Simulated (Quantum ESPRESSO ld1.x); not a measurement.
Input (ld1.x (Quantum ESPRESSO 7.5)):

```
 &input
    atom='Se',
    iswitch=1,
    rel=1,
    lsd=1,
    dft='SLA-NOC',
    config='[Ar] 3d4 4f2',
    verbosity='high',
    prefix='ld1',
    max_out_wfc=37,
    file_charge='ld1.rho',
 /
```

Command: `OMP_NUM_THREADS=1 ld1.x < ld1.in > ld1.out`

It prints (banner and zero overlaps left out):

```
     Program LD1 v.7.5 starts

     --------------------------- All-electron run ----------------------------

     scalar relativistic calculation

     atomic number is 34.00
     dft =SLA-NOC   lsd =1 sic =0 latt =0  beta=0.20 tr2=1.0E-14
     Exchange-correlation= SLA-NOC
                           (   1   0   0   0   0   0   0)
     mesh =2017 r(mesh) =  99.64755 a.u. xmin = -8.00 dx = 0.00800
     1 Ry =  13.60569312 eV, c = 137.03599908

     n l     nl                  e(Ry)          e(Ha)          e(eV)
     1 0     1S 1( 1.00)    -939.650407575    -469.825203788 -12784.5950884
     2 0     2S 1( 1.00)    -140.494379528     -70.247189764  -1911.5234134
     2 1     2P 1( 3.00)    -126.381415531     -63.190707765  -1719.5067562
     3 0     3S 1( 1.00)     -35.140003650     -17.570001825   -478.1041060
     3 1     3P 1( 3.00)     -30.657278064     -15.328639032   -417.1135173
     3 2     3D 1( 4.00)     -23.499456948     -11.749728474   -319.7263998
     4 3     4F 1( 2.00)      -7.858511848      -3.929255924   -106.9205006
     1 0     1S 2( 1.00)    -939.644358595    -469.822179298 -12784.5127878
     2 0     2S 2( 1.00)    -140.033818073     -70.016909037  -1905.2571555
     2 1     2P 2( 3.00)    -126.029574723     -63.014787361  -1714.7197181
     3 0     3S 2( 1.00)     -34.431204973     -17.215602486   -468.4604087
     3 1     3P 2( 3.00)     -29.944173870     -14.972086935   -407.4112405
     3 2     3D 2( 0.00)     -22.726345427     -11.363172713   -309.2076817
     4 3     4F 2( 0.00)      -7.242504044      -3.621252022    -98.5392875

     final scf error:  2.8E-15 reached in  20 iterations

     Etot =   -4740.970862 Ry,   -2370.485431 Ha,  -64504.194655 eV
     Total magnetization:    6.00 Bohr mag.

     Ekin =    4842.942465 Ry,    2421.471233 Ha,   65891.588993 eV
     Encl =  -10950.259402 Ry,   -5475.129701 Ha, -148985.869043 eV
     Eh   =    1511.063730 Ry,     755.531865 Ha,   20559.069400 eV
     Exc  =    -144.717655 Ry,     -72.358828 Ha,   -1968.984005 eV
```

Run on one thread of a shared host, so times are rough (Intel(R) Xeon(R) Processor @ 2.60GHz): 0.46 s of CPU time, 1.8 s wall, 20 iterations on 2017 mesh points.
